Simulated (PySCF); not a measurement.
Screening by computed properties: pick the candidate that meets the target.

Species are written as SMILES; each is one conformer at its optimised geometry, gas phase, non-relativistic unless stated; the electronic structure was computed with PySCF and density fitting.

The conformers computed, where there is a choice (atom-mapped SMILES and torsion angles):
- `[CH2:1]=[N:2]/[CH:3]=[N:4]\[SiH2:5][C:6](=[CH2:7])[O:8][CH3:9]`: C1–N2–C3–N4 66°, C3–N4–Si5–C6 -117°, N4–Si5–C6–C7 7°, Si5–C6–O8–C9 179°
- `[O:1]=[C:2]([OH:3])[C:4]1=[CH:5][SiH2:6][C@@H:7]1[CH2:8][CH2:9][F:10]`: O1–C2–C4–C5 178°, Si6–C7–C8–C9 76°, C7–C8–C9–F10 -63°, H–O3–C2–O1 0°
- `[CH3:1][C:2](=[O:3])[SiH2:4][Si:5]([SiH3:6])([SiH3:7])[Cl:8]`: C1–C2–Si4–Si5 180°, C2–Si4–Si5–Si6 -68°
- `[CH3:1][C:2]([CH3:3])=[C:4]([CH:5]=[O:6])[CH2:7][SiH2:8][CH2:9][Cl:10]`: C2–C4–C5–O6 -179°, C2–C4–C7–Si8 177°, C4–C7–Si8–C9 -177°, C7–Si8–C9–Cl10 61°

Question: Wanted: dipole moment above 5 D (PBE0/pcSseg-1) and HOMO–LUMO gap below 6 eV (PBE0/pcSseg-1), at GFN2-xTB geometries. Which candidate meets both?
A. `O=C(O)C1=C[SiH2][C@@H]1CCF`
B. `CC(C)=C(C=O)C[SiH2]CCl`
C. `CC(=O)[SiH2][Si]([SiH3])([SiH3])Cl`
D. `C=N/C=N\[SiH2]C(=C)OC`

Answer: B. Computed values:
```csv
species,dipole moment,HOMO–LUMO gap
O=C(O)C1=C[SiH2][C@@H]1CCF,0.94 D,6.30 eV
C=N/C=N\[SiH2]C(=C)OC,3.03 D,5.22 eV
CC(=O)[SiH2][Si]([SiH3])([SiH3])Cl,3.39 D,5.67 eV
CC(C)=C(C=O)C[SiH2]CCl,5.82 D,4.90 eV
```
